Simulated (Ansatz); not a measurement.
Consider the atomization: `C[O][AlH][SiH2]S` → Al• + C• + 7 H• + O• + S• + Si•.

Computed with Ansatz on PBE0-D4/def2-TZVP structures; ΔE is electronic, products minus reactants. CCSD(T)/CBS is the MP2 limit (def2-TZVPP, def2-QZVPP) plus CCSD(T) − MP2 in def2-TZVPP, frozen cores. This one scheme is used for every species, atoms too. Functionals use def2-TZVPP. No spin–orbit coupling; open shells (•) take unrestricted orbitals. Spin–orbit coupling would lower the free atoms: a little for Al, C, O, S, Si. Each species was taken in one conformer, which may not be the lowest.

```json
{"level": "PBE-D4", "ΔE (kJ/mol)": "3961.9"}
{"level": "PBE0-D4", "ΔE (kJ/mol)": "3911.8"}
{"level": "PBE-QIDH", "ΔE (kJ/mol)": "3893.4"}
{"level": "PBE0", "ΔE (kJ/mol)": "3888.9"}
```

What does CCSD(T)/CBS give? (An estimate is asked.)

Computed: +3947.0 kJ/mol. The listed levels differ from it by 14.9, -35.2, -53.6, -58.1 kJ/mol.

What do rigid-rotor, harmonic-oscillator terms from PBE0-D4/def2-TZVP frequencies (298.15 K, 1 bar) make of the CCSD(T)/CBS value? (Estimate.)

The calculation gave: ΔZPE = -199.6 kJ/mol, ΔH = +3794.4 kJ/mol, ΔS = 1215 J/(mol·K), ΔG = +3432.3 kJ/mol. Open shells count their whole term as degenerate. Modes under 50 cm⁻¹ make the entropy rough.

Largest T1 diagnostic among the species: 0.018.

In def2-TZVPP, CCSD(T) changes the Hartree–Fock value by +952.1 kJ/mol (the triples alone add +52.7 kJ/mol) and MP2 by +984.4 kJ/mol; breaking electron pairs costs correlation energy, which Hartree–Fock lacks. Leaving LDA and LC-ωPBE aside and taking each functional with its dispersion term where it has one, the values, not all of them listed here, spread over 134.1 kJ/mol, from BHLYP-D4 to B97M-V. LDA lies +514.3 kJ/mol from PBE without D4, its usual overbinding.

For atomizations the MP2-based limit and the directly extrapolated one differ by several kJ/mol either way, and by 10 to 25 for some Ge, Se and Sn compounds, so smaller differences from it don't rank the levels.
